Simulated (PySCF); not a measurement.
BrZn, charge +1. Atoms are numbered in the order given.

```xyz
2

Zn     0.0000     0.0000    -1.1805
Br     0.0000     0.0000     1.0119
```
Charge +1, spin multiplicity 1.

Coordinates come from a PBE0-D3(BJ)/def2-TZVP optimisation. The multiplicity is an assumed one; other spin states were not compared.

Level of theory: IEF-PCM-PBE0/def2-TZVPD run with PySCF 2.14.0.

The values are the electrostatic part of the solvation free energy, E(continuum) − E(gas) at the gas-phase geometry, in a cavity of scaled van der Waals radii (PySCF's table); cavitation and dispersion terms are not included. A continuum can't describe solvent molecules that bind to the metal. In vacuum the orbital gap is 3.48 eV.

Computed values in water (ε = 78.36), ethylethanoate (ε = 5.99), tetrahydrofuran (ε = 7.43):
| solvent | ε | ΔG(elec) (kcal/mol) | gap (eV) |
|---|---|---|---|
| water | 78.36 | -119.2 | 5.84 |
| ethylethanoate | 5.99 | -96.2 | 5.22 |
| tetrahydrofuran | 7.43 | -100.8 | 5.34 |
